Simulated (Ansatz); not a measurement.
Total energies of FH$_{6}$NSi$_{2}$Zn, SMILES `[F][Zn][N]([SiH3])[SiH3]`.

Cartesian coordinates in Å:
```
F 0.083 1.351 3.538
Zn 0.045 0.730 1.913
N 0.005 0.084 0.219
Si -0.218 -1.614 -0.003
Si 0.192 1.198 -1.087
H -1.450 -1.910 -0.785
H 0.932 -2.232 -0.719
H -0.341 -2.251 1.339
H 0.361 2.565 -0.516
H -0.997 1.201 -1.983
H 1.386 0.878 -1.917
```

Total charge 0; spin multiplicity 1. For Zn the d shell is correlated and the shells below it are frozen. Scalar relativity is left out up to krypton. The structure was optimised at the PBE0-D4/def2-TZVP level. It is one conformer, not always the lowest. Basis def2-TZVPP, Ansatz.

RPA on PBE orbitals: Hartree–Fock energy of these orbitals -2513.12727 Eh, correlation -1.84181 Eh (frozen core).

```json
{"functional": "LDA (SPW92)", "energy without D4 (Eh)": "-2510.41236", "D4 term (kJ/mol)": "–"}
{"functional": "PBE", "energy without D4 (Eh)": "-2516.00864", "D4 term (kJ/mol)": "-27.5"}
{"functional": "revPBE", "energy without D4 (Eh)": "-2516.44858", "D4 term (kJ/mol)": "-74.8"}
{"functional": "r2SCAN", "energy without D4 (Eh)": "-2516.61394", "D4 term (kJ/mol)": "-6.7"}
{"functional": "B97M-V", "energy without D4 (Eh)": "-2516.20313", "D4 term (kJ/mol)": "–"}
{"functional": "PBE0", "energy without D4 (Eh)": "-2516.09195", "D4 term (kJ/mol)": "-23.5"}
{"functional": "HSE06 (plane-wave form)", "energy without D4 (Eh)": "-2516.06997", "D4 term (kJ/mol)": "-22.1"}
{"functional": "CAM-B3LYP", "energy without D4 (Eh)": "-2516.83390", "D4 term (kJ/mol)": "-24.2"}
{"functional": "ωB97X-V", "energy without D4 (Eh)": "-2516.44522", "D4 term (kJ/mol)": "–"}
{"functional": "ωB97M-V", "energy without D4 (Eh)": "-2516.55928", "D4 term (kJ/mol)": "–"}
```

(1) Give the same for BLYP, B3LYP, r2SCANh, r2SCAN0, BHLYP, LC-ωPBE, B2PLYP, PBE-QIDH. (An estimate is asked.)

B3LYP takes the VWN-RPA correlation (the form of Gaussian; ORCA's B3LYP/G). HSE06 is the plane-wave form, built on full-range PBE exchange. The double hybrids freeze the cores in their second-order part.

## Answers

(1) The calculation gave: 
```json
{"functional": "BLYP", "energy without D4 (Eh)": "-2516.79745", "D4 term (kJ/mol)": "-59.1"}
{"functional": "B3LYP", "energy without D4 (Eh)": "-2516.85146", "D4 term (kJ/mol)": "-44.6"}
{"functional": "r2SCANh", "energy without D4 (Eh)": "-2516.58627", "D4 term (kJ/mol)": "-7.2"}
{"functional": "r2SCAN0", "energy without D4 (Eh)": "-2516.54717", "D4 term (kJ/mol)": "-8.0"}
{"functional": "BHLYP", "energy without D4 (Eh)": "-2516.64534", "D4 term (kJ/mol)": "-37.4"}
{"functional": "LC-ωPBE", "energy without D4 (Eh)": "-2516.25738", "D4 term (kJ/mol)": "–"}
{"functional": "B2PLYP", "energy without D4 (Eh)": "-2516.13752", "D4 term (kJ/mol)": "–"}
{"functional": "PBE-QIDH", "energy without D4 (Eh)": "-2515.66508", "D4 term (kJ/mol)": "–"}
```

LC-ωPBE has ω = 0.4 bohr⁻¹.
